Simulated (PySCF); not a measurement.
## Bond curve of BeCl⁺

Set-up: basis Be aug-pcseg-1, Cl aug-pcseg-1; no relativity; PySCF 2.14. Energies in eV from Be⁺ + Cl in their ground configurations at the same level. State: ¹Σ⁺ (singlet), closed shell.

Curves on a restricted Hartree–Fock reference rise too fast on stretching and do not dissociate correctly.

| R (Å) | RHF | RHF-CCSD(T) | RHF-CCSD | BLYP |
| --- | --- | --- | --- | --- |
| 1.490 | -1.657 |  |  | -3.062 |
| 1.560 | -2.296 | -3.279 | -3.218 | -3.699 |
| 1.629 | -2.655 | -3.668 | -3.602 | -4.062 |
| 1.681 | -2.786 | -3.821 | -3.750 | -4.200 |
| 1.733 | -2.824 | -3.882 | -3.807 | -4.249 |
| 1.785 | -2.790 | -3.870 | -3.791 | -4.229 |
| 1.854 | -2.659 | -3.769 | -3.684 | -4.121 |
| 1.941 | -2.397 | -3.546 | -3.454 | -3.893 |
| 2.045 | -1.992 | -3.191 | -3.091 | -3.539 |
| 2.184 | -1.377 |  |  | -3.004 |

Problem. Put a parabola through the three lowest points of the RHF curve and estimate Re, k and ωe (reduced mass 7.165 u; 1 eV/Å² = 0.16022 mdyn/Å; ωe = 1302.8·√(k/μ) cm⁻¹).

Solution. Through R = 1.681, 1.733, 1.785 Å the second-order coefficient is 13.3 eV/Å², so Re ≈ 1.734 Å, k ≈ 4.27 mdyn/Å and ωe ≈ 1005 cm⁻¹. A polynomial fit of higher order to the unrounded RHF energies gives Re = 1.733 Å, k = 4.29 mdyn/Å, ωe = 1008 cm⁻¹; anharmonicity and rounding make the difference.

The higher-order fit for each curve: RHF: Re = 1.733 Å, ωe = 1008 cm⁻¹, De = 2.82 eV; RHF-CCSD(T): Re = 1.749 Å, ωe = 968 cm⁻¹, De = 3.89 eV; RHF-CCSD: Re = 1.746 Å, ωe = 976 cm⁻¹, De = 3.81 eV; BLYP: Re = 1.742 Å, ωe = 964 cm⁻¹, De = 4.25 eV.

Correlated steps freeze 5 core orbitals. Correlated levels converge slowly with the basis: in double zeta they bind strong bonds too weakly, by up to about 1 eV, and carry superposition errors of some tenths. For an ion De counts to the pair picked by the measured ionisation energies or electron affinities, which need not be the lowest pair at this level. Where the molecule has an RHF reference, its open-shell atoms are computed with UHF.
